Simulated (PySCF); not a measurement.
CdFI, SMILES [F][Cd][I]. Geometry optimised at r2SCAN-D4/def2-TZVP. The def2 effective core potentials stand for the cores of Cd, I; spin–orbit coupling is left out.

These are r2SCAN-D4/def2-TZVP in PySCF 2.14.0 values and carry that method's errors.

Harmonic wavenumbers (cm⁻¹): 96, 96, 211, 585. Rotational constants (GHz): 0.8702 (linear); symmetry number 1.

Question: Work out the zero-point energy and the ideal-gas rigid-rotor harmonic-oscillator thermochemistry at 298.15 K and 1 atm.

Answer: ZPE = ½ Σ hcν = ½ × 988 cm⁻¹ = 1.41 kcal/mol. H − E(el) = 4.86 kcal/mol. Entropy in cal/(mol K): translation 42.55, rotation 19.62, vibration 9.57, total 71.74. G − E(el) = -16.52 kcal/mol. Cp = 13.75 cal/(mol K). Modes under 150 cm⁻¹ make the vibrational entropy uncertain.
